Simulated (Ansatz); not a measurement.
Total energies of Ga(py)F3 (C5H5F3GaN) from Ansatz at PBE0-D4/def2-TZVP, gas phase (1 Eh = 27.2114 eV = 2625.5 kJ/mol). The reference geometry is relaxed at r2SCAN-D4/def2-SVP.

| state | geometry | energy (Eh) |
| --- | --- | --- |
| charge 0 singlet | reference | -2472.25420 |
| charge 1 doublet | reference | -2471.85063 |
| charge 1 doublet | relaxed at r2SCAN-D4/def2-SVP | -2471.85991 |
| free Ga atom (doublet) | – | -1924.55212 |
| free N atom (quartet) | – | -54.54382 |
| free C atom (triplet) | – | -37.80537 |
| free H atom (doublet) | – | -0.50104 |
| free F atom (doublet) | – | -99.67617 |

Work out the vertical ionisation energy to the doublet.

E(charge 1 doublet) − E(charge 0 singlet) = -2471.85063 − (-2472.25420) = 0.40357 Eh = 10.98 eV. For comparison, −ε of the highest occupied level is 9.03 eV at this level, 1.95 eV less.

How much does the charge 1 doublet relax, and what is the adiabatic ionisation energy?

Relaxation: -2471.85063 − (-2471.85991) = 0.00928 Eh = 0.25 eV. Adiabatic ionisation energy: 0.39429 Eh = 10.73 eV, without zero-point energy. 

What is the binding energy per atom against free atoms?

Atoms: 1 × (-1924.55212) + 1 × (-54.54382) + 5 × (-37.80537) + 5 × (-0.50104) + 3 × (-99.67617) = -2469.65650 Eh. Binding: -2469.65650 − (-2472.25420) = 2.59770 Eh = 70.69 eV, or 4.71 eV for each of 15 atoms (no zero-point energy, no counterpoise term).
